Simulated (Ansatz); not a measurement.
Input file for Ansatz (an electronic-structure program): R-CCSD(T)/aug-cc-pV(D+d)Z on HCl (SMILES Cl) with ghost functions, monomers drawn apart or pushed together. Files ending in .json are basis or fitting sets from the Basis Set Exchange.

Ansatz 0.2 input:
```yaml
crystal:
  periodic: [false, false, false]
  atoms:
    - {symbol: Cl, position_ang: [0.24016077, -0.09515925, -0.23457402]}
    - {symbol: H, position_ang: [0.16915649, -0.10686259, 1.05121223]}
basis:
  gaussian:
    orbitals: aug-cc-pV_D+d_Z.json
    ghost_atoms:
      - {symbol: C, position_ang: [0.06681660, -0.12792292, 3.10652947]}
      - {symbol: O, position_ang: [0.00764378, -0.13704964, 4.22759473]}
magnetization: {spin_polarized: false}
correlation: {method: ccsd_t, electrons: outside_noble_gas}
scf: {lower_state_search: off}
```

Output:

```
WARN ansatz: RAYON_NUM_THREADS=1 ignored (pool sized by the plan → 1); use --threads N
Functional definition: HF
these checks for a lower state are left out or cut short: stability, starts, cluster_reference, orbital_swaps, neighbouring_geometries, increment
integrals: 0.07 GiB planned
643 factors; integrals over basis functions are off by at most 1.1e-3 eV
mean field: 0.12 GiB planned
mean field evaluation 1: about -12519.4127 eV, gradient 1.0e1 eV
mean field evaluation 2: about -12519.4130 eV, gradient 1.0e1 eV
mean field evaluation 4: about -12519.8079 eV, gradient 1.1e0 eV
mean field evaluation 8: about -12519.8153 eV, gradient 1.6e-5 eV
mean field -12519.81525637 eV, -460.0947244362 hartree, gradient 5.9e-7 eV, S^2 0.000000; 0 other end points of the search recorded, 0 dependent functions left out
5 core orbitals not correlated
reference -12519.81525637 eV, -460.0947244362 hartree; 4, 4 occupied and 78, 78 virtual orbitals, 643 factors
second order -4.43990542 eV of doubles, -0.00000000 eV of singles
coupled cluster: 0.22 GiB planned
cycle   1  -4.81830300 eV  change   -3.8e-1 eV  update   3.8e-2
cycle   2  -4.92337769 eV  change   -1.1e-1 eV  update   1.2e-2
cycle   3  -4.93173602 eV  change   -8.4e-3 eV  update   2.8e-3
cycle   4  -4.93152835 eV  change    2.1e-4 eV  update   6.5e-4
cycle   5  -4.93131176 eV  change    2.2e-4 eV  update   1.4e-4
cycle   6  -4.93128613 eV  change    2.6e-5 eV  update   4.4e-5
cycle   7  -4.93128941 eV  change   -3.3e-6 eV  update   1.4e-5
cycle   8  -4.93129058 eV  change   -1.2e-6 eV  update   4.2e-6
perturbative correction -0.12244529 eV, -0.0044997815 hartree
Total energy: -12524.86899224 eV, -460.2804458038 hartree
Checks for a lower state left out: stability, starts, cluster_reference, orbital_swaps, neighbouring_geometries, increment
```

The run converged.

Cost: about 2.4 core-seconds (a rough figure).
